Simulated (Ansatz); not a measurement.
Geometry optimisation, RKS PBE/def2-SVP in Ansatz.

The input (input.yaml):

```yaml
crystal:
  periodic: [false, false, false]
  atoms:
    - { symbol: W, position_ang: [0.344021, 0.353576, -0.384833] }
    - { symbol: H, position_ang: [-0.291799, -0.290043, 2.413623] }
    - { symbol: Cl, position_ang: [2.542482, 0.206822, -1.124283] }
    - { symbol: Cl, position_ang: [0.192366, 2.547976, -1.135726] }
    - { symbol: Cl, position_ang: [-1.830801, 0.489751, 0.408358] }
    - { symbol: Cl, position_ang: [0.483275, -1.817902, 0.416996] }
    - { symbol: Cl, position_ang: [-0.390972, -0.39368, -2.446049] }
    - { symbol: F, position_ang: [1.023373, 1.042968, 1.208979] }
    - { symbol: H, position_ang: [0.086056, 0.108631, 2.879835] }
basis:
  gaussian: { orbitals: def2-SVP }
hamiltonian:
  xc: pbe
relax:
  f_tol: 0.03
  max_steps: 50
```

Command:

```bash
$ ansatz run input.yaml --threads 4 --pin off --max-ram 5120MiB --backend cpu --events-out ev --progress --plain --runs-dir out
```

Question: Where does it end, and by what steps?

Answer: The forces met the threshold. The force dipped under the threshold on the way, but the program's further checks kept it going. After 19 steps the energy has fallen by 0.372 eV; H2 moved furthest, 1.38 Å.

| step | energy less start (eV) | largest force component (eV/Å) | accepted |
| --- | --- | --- | --- |
| 0 | 0.0000 | 1.440 | yes |
| 1 | -0.2030 | 0.251 | yes |
| 2 | -0.2277 | 0.509 | yes |
| 3 | -0.3246 | 0.220 | yes |
| 4 | -0.3503 | 0.069 | yes |
| 5 | -0.3614 | 0.223 | yes |
| 6 | -0.3677 | 0.074 | yes |
| 7 | -0.3688 | 0.065 | yes |
| 8 | -0.3692 | 0.074 | yes |
| 9 | -0.3697 | 0.064 | yes |
| 10 | -0.3647 | 0.335 | no |
| 11 | -0.3705 | 0.022 | yes |
| 12 | -0.3694 | 0.232 | no |
| 13 | -0.3709 | 0.051 | yes |
| 14 | -0.3702 | 0.124 | no |
| 15 | -0.3714 | 0.029 | yes |
| 16 | -0.3718 | 0.022 | yes |
| 17 | -0.3721 | 0.046 | yes |
| 18 | -0.3721 | 0.118 | no |
| 19 | -0.3725 | 0.022 | yes |

```xyz
9
Properties=species:S:1:pos:R:3
W 0.367 0.373 -0.679
H -0.408 -0.386 3.788
Cl 2.597 0.289 -1.310
Cl 0.274 2.601 -1.316
Cl -1.825 0.497 0.064
Cl 0.498 -1.816 0.071
Cl -0.313 -0.315 -2.770
F 0.927 0.941 1.031
H 0.043 0.064 3.357
```

Whether the end is a true minimum wasn't checked by a vibrational analysis.

Time of the run: 46 s on 4 threads of Arm Neoverse V2 (shared host), peak memory 0.25 GiB.
